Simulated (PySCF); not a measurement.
Computed shifts of a molecule C3H9FOSi, KT2/pcSseg-1 in PySCF, GIAO, gas phase, atoms alike by connectivity averaged where their shifts nearly agree, in ppm (number of nuclei): ¹³C: 97.5 (1), 27.2 (2). ¹⁹F: -213.3 (1). ²⁹Si: -12.4 (1). ¹H: 5.29 (1), 5.09 (1), 1.80 (3), 1.69 (3), 1.41 (1). References: ¹³C against TMS (σ = 185.1 ppm); ¹⁹F against CFCl3 (σ = 127.1 ppm); ²⁹Si against TMS (σ = 361.9 ppm); ¹⁷O against H2O (σ = 330.4 ppm); ¹H against TMS (σ = 31.47 ppm), references at their B3LYP-D3(BJ)/def2-TZVP geometries, non-relativistic. The structure is a stationary point at r2SCAN-D4/def2-SVP. Other conformers were not sampled.

Which structure fits?
A. CCO[Si@@H](C)F
B. CC(C)(F)[SiH2]O
C. C[C@@H](O)[SiH2]CF
D. C[Si](C)(F)CO

B, CC(C)(F)[SiH2]O
